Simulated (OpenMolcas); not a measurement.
## Ni²⁺: Racah parameters, worked from levels

```yaml
Program: OpenMolcas
Basis: ANO-L-VDZP [5s4p2d1f]
Scalar_Hamiltonian: non-relativistic, point nucleus
Active_space: 8 electrons in 5 orbitals (3d)
State_averaging: 2S+1 = 3 even, 10 roots; 2S+1 = 1 even, 15 roots (14 in the spin-orbit step)
Spin-orbit_coupling: RASSI with atomic mean-field integrals over the reference wave functions, term energies averaged over their components
```

Methods: CASSCF; SS-CASPT2, IPEA 0.25 Eh, imaginary shift 0.1 Eh (closed shells correlated: 3s 3p). Measured levels: Corliss and Sugar, J. Phys. Chem. Ref. Data 10, 197 (1981).

**Racah parameters.** Above ³F, d8 has ³P at 15B, ¹G at 12B + 2C and ¹D at 5B + 2C. The first two fix B and C, and the third tests them; where it misses by thousands of cm-1, two parameters do not describe the configuration (Trees and configuration-interaction terms are left out) and B and C hang on the terms chosen. Term energies are centres of gravity, weighted by 2J + 1.

| Source | ³P | ¹G | B | C | C/B | ¹D from B, C | ¹D found |
| --- | --- | --- | --- | --- | --- | --- | --- |
| CASSCF | 19920 | 25459 | 1328 | 4762 | 3.59 | 16164 | 16038 |
| SS-CASPT2 | 17678 | 23781 | 1179 | 4819 | 4.09 | 15533 | 12976 |
| measured | 15836 | 22115 | 1056 | 4723 | 4.47 | 14726 | 13038 |

Energies in cm-1. From CASSCF to SS-CASPT2, B changes by -11.2 % and C by +1.2 %. Against the measured terms, SS-CASPT2 has B off by +11.6 % and C by +2.0 %.

CASPT2 does not keep the components of a term degenerate, so their means are used; among the terms shown or strongly mixed into the levels shown the widest spread is 670 cm-1 (3d⁸ ³F, SS-CASPT2). Some high roots are left out of the spin-orbit mixing, which shifts the levels that they would mix with. Some levels mix across a computed gap that differs much from the measured one, so their mixing is not that of the real levels. Without dynamic correlation excited terms often stand tens of per cent too high (terms of higher spin than the ground term too low), and those without a measured partner can miss by more than the paired ones (holds for CASSCF). Measured partners are found by configuration, term and J. A level has none where our copy of the source lacks it or the pairing is in doubt (some pairs that miss far off the trend of their configuration count as doubtful), and it then counts in no deviation. Only configurations of the active space appear.
